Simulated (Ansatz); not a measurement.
BH$_{4}$InO$_{3}$ (`OB(O)[O][InH2]`), relaxed with RKS PBE0-D4/def2-TZVP in the Gaussian-basis code of Ansatz from a GFN2-xTB geometry. The force threshold is 0.005 eV/Å; the program also tests the step.

Charge 0, multiplicity 1. In: def2 effective core potential.

Start:

```xyz
9

O    -0.308    0.961    0.486
B    -0.633    0.078   -0.575
O    -1.690    0.426   -1.349
O     0.137   -0.991   -0.689
In    1.430   -0.677    0.880
H    -0.889    1.727    0.533
H    -1.876   -0.196   -2.050
H     2.858    0.120    0.453
H     0.969   -1.448    2.312
```

```json
{"step": "1", "energy (eV)": "-12056.4454", "largest force (eV/Å)": "0.607", "largest move (Å)": "0.000"}
{"step": "2", "energy (eV)": "-12056.4717", "largest force (eV/Å)": "0.304", "largest move (Å)": "0.070"}
{"step": "3", "energy (eV)": "-12056.4779", "largest force (eV/Å)": "0.131", "largest move (Å)": "0.017"}
{"step": "4", "energy (eV)": "-12056.4787", "largest force (eV/Å)": "0.198", "largest move (Å)": "0.025"}
{"step": "5", "energy (eV)": "-12056.4810", "largest force (eV/Å)": "0.079", "largest move (Å)": "0.013"}
{"step": "6 (rejected)", "energy (eV)": "-12056.4810", "largest force (eV/Å)": "0.051", "largest move (Å)": "0.007"}
{"step": "7", "energy (eV)": "-12056.4811", "largest force (eV/Å)": "0.008", "largest move (Å)": "0.003"}
{"step": "8", "energy (eV)": "-12056.4811", "largest force (eV/Å)": "0.002", "largest move (Å)": "0.001"}
```

End:

```xyz
9

O    -0.324    0.964    0.477
B    -0.647    0.082   -0.585
O    -1.711    0.427   -1.372
O     0.144   -0.982   -0.673
In    1.443   -0.653    0.913
H    -0.868    1.746    0.579
H    -1.855   -0.224   -2.062
H     2.877    0.120    0.402
H     0.940   -1.480    2.320
```

It took 32 s on 4 threads of an Arm Neoverse V2 on a shared host, with 0.51 GiB of host memory at the peak.
